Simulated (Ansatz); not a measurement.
The molecule LiSi, multiplicity 4 (lowest of 2S+1 = 2, 4 at CCSD(T)/def2-TZVPP on PBE0 minima; our sources give no spin for the ground state, which may be another).

Seven points along R, fitted to fifth degree in 1/R; most abundant isotopes. Runs in def2 and cc sets follow the lowest solution found near the PBE0 minimum.

Correlated levels freeze the inner cores; with def2 sets outer-core shells near the valence are correlated too. CBS: X⁻³ extrapolation of the correlation energy, Hartree–Fock from the larger set.

Codes used: Ansatz (Gaussian basis) for Hartree–Fock, density functionals and correlated methods. 

Problem. What bond length and harmonic frequency does CCSD/def2-QZVPP give, and what D_e (from each atom's lowest state at the same level)?

Solution. r_e = 2.371 Å, ω_e = 456 cm⁻¹, D_e = 1.80 eV.

Problem. What bond length and harmonic frequency does CCSD(T)/def2-QZVPP give, and what D_e (from each atom's lowest state at the same level)?

Solution. r_e = 2.373 Å, ω_e = 455 cm⁻¹, D_e = 1.86 eV.

Problem. What bond length and harmonic frequency does CCSD(T)/CBS(aug-cc-pV(T+d)Z, aug-cc-pV(Q+d)Z) give?

Solution. r_e = 2.384 Å, ω_e = 452 cm⁻¹.

Ansatz is a program for electronic structure.
